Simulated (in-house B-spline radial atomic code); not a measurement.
Computed with a B-spline radial atomic code. Model: two electrons, singlet ground state, non-relativistic, full CI in B-splines with partial waves to l = 8 (at full coupling up to 3e-4 hartree above the limit, correlation up to 0.6 % small), density held at that of full coupling by Lieb maximisation.

W(λ) is the mean repulsion in the state of coupling λ less the Hartree energy of the fixed density. Its start is exact exchange, its initial slope is twice the second-order Görling-Levy correlation energy, and its area from 0 to 1 is E_xc. A straight curve means weak, dynamic correlation, and a curve that drops fast and flattens means strong correlation.

Command:
```bash
python run_ac.py task.json out
```
Settings (lengths in bohr, energies in hartree):
```
potential              coulomb
strength               1.5
lmax                   8
wall_radius            1.4
```

Run time, properties included: 1.3 s on 1 thread of Intel(R) Xeon(R) Processor @ 2.30GHz, with other jobs on the host.

**W = mean repulsion less Hartree energy, and W of three functionals.**

Given: confinement point charge; nuclear charge 1.5; hard wall radius 1.4 bohr; external potential -Z/r.

Computed: PBE exchange minus exact 62.797 millihartree; SCAN exchange minus exact 2.7908 millihartree.

| coupling | W xc (hartree) | W xc minus exchange (millihartree) | kinetic minus Kohn-Sham (millihartree) | LDA (PW92) W minus its exchange (millihartree) | PBE W minus its exchange (millihartree) | SCAN W minus its exchange (millihartree) |
| --- | --- | --- | --- | --- | --- | --- |
| 0 | -1.4486 | 0 | 0 | 0 | 0 | 0 |
| 0.02 | ? | ? | ? | ? | ? | ? |
| 0.05 | -1.4535 | -4.85 | 0.1 | -26.72 | -6.9 | -4.75 |
| 0.12 | -1.4601 | -11.504 | 0.7 | -51.9 | -16.39 | -11.18 |
| 0.25 | -1.4721 | -23.458 | 2.9 | -87.85 | -33.26 | -22.6 |
| 0.4 | -1.4853 | -36.629 | 7.2 | -120.92 | -51.5 | -35.11 |
| 0.6 | ? | ? | ? | ? | ? | ? |
| 0.8 | -1.5174 | -68.791 | 26.3 | -188.07 | -94.61 | -65.58 |
| 1 | -1.532 | -83.419 | 39.5 | -214.97 | -113.67 | -79.48 |
| 1.4 | -1.5588 | -110.15 | 71.4 | -260.65 | -147.88 | -105.08 |
| 2 | -1.5935 | -144.87 | 130.2 | -315.62 | -191.54 | -138.86 |
| 3 | -1.6403 | -191.68 | 246.2 | -385.33 | -249.88 | -185.67 |
| 4.5 | -1.6926 | -243.99 | 440.2 | -460.58 | -315.65 | -240.1 |
| 7 | -1.7515 | -302.92 | 773.5 | -545.33 | -392.19 | -304.24 |
| 10 | -1.7973 | -348.69 | 1157.8 | -613.04 | -454.68 | -355.63 |

Task: What belongs in the row 0.02?

Result: W xc (hartree): -1.4506; W xc minus exchange (millihartree): -1.95; kinetic minus Kohn-Sham (millihartree): 0; LDA (PW92) W minus its exchange (millihartree): -12.89; PBE W minus its exchange (millihartree): -2.77; SCAN W minus its exchange (millihartree): -1.92.

Task: What belongs in the row 0.6?

Result: W xc (hartree): -1.5019; W xc minus exchange (millihartree): -53.222; kinetic minus Kohn-Sham (millihartree): 15.4; LDA (PW92) W minus its exchange (millihartree): -157.29; PBE W minus its exchange (millihartree): -73.97; SCAN W minus its exchange (millihartree): -50.82.

Task: What is the LDA exchange minus exact?

Result: 209.01 millihartree.

**Energy parts, natural occupations and partial-wave weights.**

Computed: total energy 0.6091 hartree; exchange energy -1.4486 hartree; correlation energy -0.043946 hartree; kinetic part of the DFT correlation energy 0.039473 hartree; kinetic part over minus potential part 0.47319; Hartree energy 2.8973 hartree; Lieb Oxford ratio E_xc over LDA exchange 1.2041.

```tsv
natural	occupation of the shell (electrons)
s	1.9915
p	0.0073388
s	0.00066548
d	?
p	7.6746e-05
f	4.2221e-05
```

Task: What belongs in the row d?

Result: occupation of the shell (electrons): 0.0003239.

```tsv
wave	weight
s	0.99609
p	?
d	0.00017001
f	2.3162e-05
g	5.3652e-06
```

Task: What belongs in the row p?

Result: weight: 0.0037099.

Task: What is the Kohn-Sham kinetic?

Result: 5.5602 hartree.

Task: What is the initial slope twice GL2?

Result: -0.097832 hartree.

Half-way to full coupling W has made 54 % of its drop, against 50 % for a straight line, and second-order (GL2) theory, half the initial slope, overshoots the correlation energy by about 11 %: a moderate bend, as in light atoms. Over couplings 0 to 1 the errors in E_xc come to about +122 millihartree for LDA, +46 millihartree for PBE, +4.7 millihartree for SCAN, so SCAN is nearest. In LDA and PBE the errors of exchange and correlation have opposite signs, so the sum is smaller than the larger of the two.
